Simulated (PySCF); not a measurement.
## The second ionisation energy along the halogens

Calculated with PySCF 2.14 from differences of total energies of unrestricted determinants, without spin-orbit coupling. Values in eV. The last column holds reference values (NIST; (s) semi-empirical, (t) theoretical, else measured). Unmarked ones compare directly (S terms, centres of terms, or small fine structure); those marked * lie between the lowest fine-structure levels and include a spin-orbit shift.

```json
{"element": "F (x2c-SVPall, spin-free X2C)", "configurations": "[He] 2s2 2p4 → [He] 2s2 2p3", "UHF": "33.515", "MP2 (valence)": "34.347", "SCS-MP2 (valence)": "34.342", "CCSD (valence)": "34.354", "CCSD(T) (valence)": "34.366", "reference": "34.950"}
{"element": "Cl (x2c-SVPall, spin-free X2C)", "configurations": "[Ne] 3s2 3p4 → [Ne] 3s2 3p3", "UHF": "22.720", "MP2 (valence)": "23.168", "SCS-MP2 (valence)": "23.202", "CCSD (valence)": "23.170", "CCSD(T) (valence)": "23.175", "reference": "23.771"}
{"element": "Br (x2c-SVPall, spin-free X2C)", "configurations": "[Ar] 3d10 4s2 4p4 → [Ar] 3d10 4s2 4p3", "UHF": "20.304", "MP2 (valence)": "20.734", "SCS-MP2 (valence)": "20.756", "CCSD (valence)": "20.755", "CCSD(T) (valence)": "20.765", "reference": "21.409"}
```

Problem. Which of these methods has the smallest mean absolute error against the measured values here?

Solution. CCSD(T) (valence), with 0.608 eV.

```csv
method,elements,mean error (eV),mean absolute error (eV),largest error (eV)
UHF,3,-1.197,1.197,-1.434
MP2 (valence),3,-0.627,0.627,-0.675
SCS-MP2 (valence),3,-0.610,0.610,-0.652
CCSD (valence),3,-0.617,0.617,-0.654
CCSD(T) (valence),3,-0.608,0.608,-0.644
```

Errors include the incompleteness of the basis and the frozen core.

"Valence" correlates the outer s and p shells and, in groups 3 to 12 and the f block, the outer d or f shell, open or full, or the next shell where the ion has no valence electron left; the wider scheme adds the next inner shell.
